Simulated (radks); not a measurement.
Species: Ce2+. Configuration: [Xe] 4f2. Method: scalar-relativistic Kohn-Sham, r2SCAN, spin-polarised, spherical densities, finite nucleus; open shells are filled with parallel spins first (spin-orbit coupling, left out, can overturn this in heavy ions); meta-GGA in the generalised Kohn-Sham scheme; Fermi nuclear charge, rms radius 4.8771 fm; computed with a radial shooting solver on a logarithmic mesh with Libxc functionals.

Unscreened Slater integrals over Kohn-Sham orbitals (hartree). They are taken over the spin-up orbitals.

integral,value
"F0(4f,4f)",0.78811
"F2(4f,4f)",0.35597
"F4(4f,4f)",0.21982
"F6(4f,4f)",0.15717
"F0(4f,5p)",0.57734
"F2(4f,5p)",0.22359
"G2(4f,5p)",0.14210
"G4(4f,5p)",0.10467
"F0(4f,5s)",0.63909
"G3(4f,5s)",0.15042
"F0(4f,4d)",0.94688
"F2(4f,4d)",0.43138
"F4(4f,4d)",0.27066
"G1(4f,4d)",0.50631
"G3(4f,4d)",0.31267
"G5(4f,4d)",0.21966
"F0(5p,5p)",0.50488
"F2(5p,5p)",0.27314
"F0(5p,5s)",0.53833
"G1(5p,5s)",0.36154
"F0(5p,4d)",0.63062
"F2(5p,4d)",0.17832
"G1(5p,4d)",0.050854
"G3(5p,4d)",0.049149
"F0(5s,5s)",0.58168
"F0(5s,4d)",0.71152
"G2(5s,4d)",0.078241
"F0(4d,4d)",1.2013
"F2(4d,4d)",0.61199
"F4(4d,4d)",0.40907

Derived for the open shells (J is the average intra-shell exchange parameter used in DFT+U). 4f: F4/F2 = 0.618, F6/F2 = 0.442, J = (286 F2 + 195 F4 + 250 F6)/6435 = 0.02859 hartree.
